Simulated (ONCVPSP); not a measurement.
Sr (Z = 38): excitation energies, all-electron against ONCV

Sr (Z = 38), optimised norm-conserving Vanderbilt (ONCV), made with ONCVPSP 4.0.1 (PBEsol, fully relativistic). Core [Ar] 3d10, reference 4s2 4p6 5s2. Waves: 4s+5s: rc 2.60 bohr, ncon 5, nbas 9, qcut 5 1/bohr, 3 projectors, debl 1.2 Ha; 4p: rc 1.75 bohr, ncon 4, nbas 9, qcut 3.8 1/bohr, 2 projectors, debl 3.9 Ha; d scattering state at 0.12 Ha: rc 2.70 bohr, ncon 5, nbas 8, qcut 3.7 1/bohr, 2 projectors, debl 3.6 Ha. Local part: polynomial inside 1.50 bohr (lpopt 5, dvloc0 0 Ha). Core correction: none.

Open shells are filled in proportion to 2j + 1.

In the d channel the program set the typed energies aside and used 0.050, 3.650 Ha (j = l + 1/2; the other j can differ).

Energies are relative to the spin-unpolarised reference configuration 4s2 4p6 5s2; without spin polarisation the order of configurations can differ from experiment.

```csv
valence configuration,charge,ΔE all-electron (eV),error AE − PS (meV)
4s2 4p6 5s0,+2,16.790,-1.9
4s2 4p6 5s1.5,+0.5,2.346,0.0
```

Task: What are ΔE and the potential's error for 4s1 4p6 5s2?

Result: ΔE = 46.989 eV all-electron; the error (AE − PS) is -190 meV.

Task: What are ΔE and the potential's error for 4s2 4p6 5s1?

Result: ΔE = 5.896 eV all-electron; the error (AE − PS) is -0.2 meV.

Levels in the configuration 4s1 4p6 5s2:

```csv
level,all-electron (eV),pseudo (eV)
4s j=1/2,-53.394,-53.798
4p j=3/2,-34.239,-34.353
4p j=1/2,-35.517,-35.640
5s j=1/2,-10.085,-10.104
```
